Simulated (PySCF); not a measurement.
A calculation to check before its numbers are used.

A core-ionisation job on C3H8O2Si, SMILES `C=C(C)[SiH](O)O`. The calculation used delta-SCF UKS HF, pcX-2 on the ionised atom, pcseg-1 elsewhere, spin-free X2C (PySCF).

Driver input (Å, PBE0-D3(BJ)/def2-SVP geometry):

```
{"job": {"kind": "xps", "xc": "HF"}, "charge": 0, "multiplicity": 1}
C     -0.6395     1.5014    -0.7288
C     -0.5771     0.2744    -0.1926
C     -1.7499    -0.6601    -0.1421
Si     1.0564    -0.2904     0.4997
O      2.2544     0.8359     0.2354
O      1.4262    -1.6908    -0.3083
H      0.2426     2.1482    -0.7682
H     -1.5673     1.8981    -1.1604
H     -1.5303    -1.5840    -0.7020
H     -2.6583    -0.2029    -0.5641
H     -1.9712    -0.9700     0.8934
H      0.9781    -0.5404     1.9769
H      2.4874     1.3959     0.9800
H      2.2459    -2.1294    -0.0634
```

Output:

```
ground state, core basis on atom 0 (C), 159 functions
  cycle   1  E = -557.50394925  |g| = 6.81e-01
  cycle   2  E = -557.59256517  |g| = 3.73e-01
  cycle   3  E = -557.61905075  |g| = 7.17e-02
  cycle   4  E = -557.62062789  |g| = 1.00e-02
  cycle   5  E = -557.62066791  |g| = 2.52e-03
  cycle   6  E = -557.62067046  |g| = 1.03e-03
  cycle   7  E = -557.62067087  |g| = 2.61e-04
  E(ground) = -557.62067087 Eh
hole in C 1s of atom 0
  cycle   1  E = -546.38420320  |g| = 1.49e+00
  cycle   2  E = -546.70481243  |g| = 8.71e-01
  cycle   3  E = -546.95548476  |g| = 1.24e-01
  cycle   4  E = -546.96349995  |g| = 3.92e-02
  cycle   5  E = -546.96481757  |g| = 2.18e-02
  cycle   6  E = -546.96613479  |g| = 1.40e-02
  cycle   7  E = -546.96693709  |g| = 1.05e-02
  cycle   8  E = -546.96741636  |g| = 7.88e-03
  cycle   9  E = -546.96788727  |g| = 3.38e-03
  cycle  10  E = -546.96796899  |g| = 1.20e-03
  cycle  11  E = -546.96797394  |g| = 5.25e-04
  cycle  12  E = -546.96797452  |g| = 2.27e-04
  E(ion) = -546.96797452 Eh   <S^2> = 0.9016   hole on atom = 1.000   binding energy = 289.875 eV
ground state, core basis on atom 1 (C), 159 functions
  cycle   1  E = -557.62473889  |g| = 2.92e-02
  cycle   2  E = -557.62483862  |g| = 6.49e-03
  cycle   3  E = -557.62484655  |g| = 3.75e-03
  cycle   4  E = -557.62484991  |g| = 2.94e-04
  E(ground) = -557.62484991 Eh
hole in C 1s of atom 1
  cycle   1  E = -546.39794139  |g| = 1.50e+00
  cycle   2  E = -546.67897086  |g| = 9.27e-01
  cycle   3  E = -546.96682580  |g| = 1.41e-01
  cycle   4  E = -546.97635854  |g| = 3.90e-02
  cycle   5  E = -546.97766335  |g| = 2.23e-02
  cycle   6  E = -546.97901950  |g| = 1.72e-02
  cycle   7  E = -546.98022687  |g| = 1.44e-02
  cycle   8  E = -546.98153643  |g| = 1.18e-02
  cycle   9  E = -546.98287672  |g| = 5.93e-03
  cycle  10  E = -546.98314185  |g| = 1.88e-03
  cycle  11  E = -546.98314981  |g| = 7.27e-04
  cycle  12  E = -546.98315180  |g| = 3.89e-04
  E(ion) = -546.98315180 Eh   <S^2> = 1.0101   hole on atom = 1.000   binding energy = 289.575 eV
ground state, core basis on atom 2 (C), 159 functions
  cycle   1  E = -557.61915574  |g| = 2.53e-02
  cycle   2  E = -557.61922216  |g| = 5.90e-03
  cycle   3  E = -557.61922986  |g| = 2.62e-03
  cycle   4  E = -557.61923155  |g| = 3.93e-04
  E(ground) = -557.61923155 Eh
hole in C 1s of atom 2
  cycle   1  E = -546.39056836  |g| = 1.49e+00
  cycle   2  E = -546.74874962  |g| = 7.50e-01
  cycle   3  E = -546.93453098  |g| = 1.08e-01
  cycle   4  E = -546.93953663  |g| = 2.81e-02
  cycle   5  E = -546.94012119  |g| = 1.60e-02
  cycle   6  E = -546.94057800  |g| = 8.93e-03
  cycle   7  E = -546.94077580  |g| = 3.51e-03
  cycle   8  E = -546.94080498  |g| = 1.85e-03
  cycle   9  E = -546.94081534  |g| = 1.52e-03
  cycle  10  E = -546.94082315  |g| = 1.45e-03
  cycle  11  E = -546.94083658  |g| = 1.39e-03
  cycle  12  E = -546.94087172  |g| = 1.25e-03
  cycle  13  E = -546.94096675  |g| = 6.74e-04
  cycle  14  E = -546.94097564  |g| = 3.05e-04
  E(ion) = -546.94097564 Eh   <S^2> = 0.8137   hole on atom = 1.000   binding energy = 290.570 eV
ground state, core basis on atom 3 (Si), 170 functions
  cycle   1  E = -557.70595405  |g| = 8.10e-02
  cycle   2  E = -557.70644961  |g| = 1.14e-02
  cycle   3  E = -557.70647589  |g| = 3.46e-03
  cycle   4  E = -557.70647910  |g| = 9.63e-04
  cycle   5  E = -557.70647950  |g| = 3.28e-04
  E(ground) = -557.70647950 Eh
hole in Si 1s of atom 3
  cycle   1  E = -488.73450614  |g| = 4.32e+00
  cycle   2  E = -489.65107883  |g| = 1.01e+00
  cycle   3  E = -489.76039078  |g| = 1.43e-01
  cycle   4  E = -489.76718098  |g| = 5.58e-02
  cycle   5  E = -489.76847698  |g| = 9.39e-03
  cycle   6  E = -489.76855752  |g| = 3.98e-03
  cycle   7  E = -489.76858014  |g| = 1.53e-03
  cycle   8  E = -489.76858472  |g| = 7.61e-04
  cycle   9  E = -489.76858598  |g| = 4.65e-04
  E(ion) = -489.76858598 Eh   <S^2> = 0.7537   hole on atom = 1.000   binding energy = 1848.684 eV
hole in Si 2p of atom 3
  cycle   1  E = -553.45252335  |g| = 1.21e+00
  cycle   2  E = -553.71835291  |g| = 4.31e-01
  cycle   3  E = -553.76010162  |g| = 6.86e-02
  cycle   4  E = -553.76208109  |g| = 2.73e-02
  cycle   5  E = -553.76251347  |g| = 7.98e-03
  cycle   6  E = -553.76259843  |g| = 3.91e-03
  cycle   7  E = -553.76262694  |g| = 1.67e-03
  cycle   8  E = -553.76263335  |g| = 9.28e-04
  cycle   9  E = -553.76263598  |g| = 6.86e-04
  cycle  10  E = -553.76263793  |g| = 6.25e-04
  cycle  11  E = -553.76263970  |g| = 5.96e-04
  cycle  12  E = -553.76264399  |g| = 5.51e-04
  cycle  13  E = -553.76265543  |g| = 4.18e-04
  E(ion) = -553.76265543 Eh   <S^2> = 0.7601   hole on atom = 1.002   binding energy = 107.317 eV
  2p3/2 = 107.134 eV   2p1/2 = 107.729 eV
ground state, core basis on atom 4 (O), 159 functions
  cycle   1  E = -557.65398231  |g| = 3.60e-02
  cycle   2  E = -557.65409950  |g| = 8.01e-03
  cycle   3  E = -557.65410936  |g| = 4.51e-03
  cycle   4  E = -557.65411295  |g| = 5.68e-04
  cycle   5  E = -557.65411313  |g| = 1.75e-04
  E(ground) = -557.65411313 Eh
hole in O 1s of atom 4
  cycle   1  E = -537.08142070  |g| = 2.20e+00
  cycle   2  E = -537.61674332  |g| = 1.13e+00
  cycle   3  E = -537.87929795  |g| = 9.80e-02
  cycle   4  E = -537.88201191  |g| = 2.22e-02
  cycle   5  E = -537.88234398  |g| = 1.36e-02
  cycle   6  E = -537.88249823  |g| = 4.93e-03
  cycle   7  E = -537.88252742  |g| = 1.36e-03
  cycle   8  E = -537.88252977  |g| = 5.14e-04
  cycle   9  E = -537.88253006  |g| = 2.31e-04
  E(ion) = -537.88253006 Eh   <S^2> = 0.7678   hole on atom = 1.000   binding energy = 538.012 eV
```

The program numbers atoms from 0. The 2p3/2 and 2p1/2 values come from a spin–orbit splitting computed afterwards; their 2:1 mean is the average over the three 2p orbitals and can differ from the one hole solved.

**Question.** Do all binding energies of this run deserve the same trust?

**Answer.** No. Every hole passed the driver's convergence checks (|g| < 5e-4, core orbital emptied to over 0.9), but ⟨S²⟩ is 1.010 for C1s on atom 1 and 0.902 for C1s on atom 0, against 0.75 for a pure doublet, so the unrestricted ion state holds higher spin components.

**Question.** What would you do next?

**Answer.** Recompute such holes with a restricted open-shell or spin-projected scheme and compare; until then these binding energies are doubtful.
